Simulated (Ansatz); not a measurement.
Spectroscopic constants of IrC, multiplicity 2 (the spin of the measured ground state). No spin–orbit coupling.

Constants: fifth-degree fit in 1/R to seven points, most abundant isotopes. In def2 and cc sets the state is the lowest found near the PBE0 minimum, followed along R.

The values were computed with Ansatz (a first-principles code) with Gaussian orbitals.  In def2 rows elements past Kr take small-core potentials, without spin–orbit coupling.

Energies at wB97X-V/def2-TZVPP:

| R (Å) | E (hartree) |
|---|---|
| 1.511810 | -142.25867340 |
| 1.552451 | -142.26870731 |
| 1.589839 | -142.27328393 |
| 1.632105 | -142.27407425 |
| 1.674371 | -142.27110502 |
| 1.723139 | -142.26401550 |
| 1.780035 | -142.25201644 |

**Question.** With a reduced mass of 11.2974 u, find the minimum, the force constant and the constants.

**Answer.** A fifth-degree polynomial in 1/R puts the minimum at r_e = 1.6187 Å with force constant 982 N/m. Then ω_e = (1/2πc)√(k/μ) = 1215 cm⁻¹ and B_e = h/(8π²cμr_e²) = 0.5695 cm⁻¹; the cubic and quartic terms give α_e = 0.0030 and ω_e x_e = 4.4 cm⁻¹.
